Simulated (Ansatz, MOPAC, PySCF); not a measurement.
Pair of molecules: C2H2 (SMILES C#C) (first 4 atoms) with CH3I (SMILES CI); geometry from B3LYP-D3(BJ)/def2-TZVP, rigid monomers moved along the line of their centres of mass till C1···H8 is 3.59 Å.
(charge 0, multiplicity 1):
```csv
atom,x (Å),y (Å),z (Å)
C,-0.3668,-0.0942,0.7666
C,-0.2625,-1.0548,0.0594
H,-0.4479,0.7505,1.4092
H,-0.1760,-1.9023,-0.5758
C,1.8914,-0.4666,4.7535
I,1.1793,1.5003,5.2835
H,1.5303,-1.1521,5.5113
H,1.4868,-0.6995,3.7751
H,2.9741,-0.4215,4.7402
```

Interaction energies are E(AB) − E(A) − E(B) at the monomers' geometry in the complex; basis-set methods are counterpoise corrected.

The state that PM6 reach isn't checked.

Run with Ansatz (a first-principles code); MOPAC for PM6 (differences of heats of formation); PySCF for the dispersion terms.  In def2 rows elements past Kr take small-core potentials, without spin–orbit coupling.

### Question
Predict the interaction energy from PBE-D4/def2-TZVPPD.

### Answer
-52 meV

### Question
Predict the interaction energy from PM6.

### Answer
-17 meV

### Question
Estimate the interaction energy that r2SCAN-D4/def2-TZVPPD returns for this input.

### Answer
-43 meV
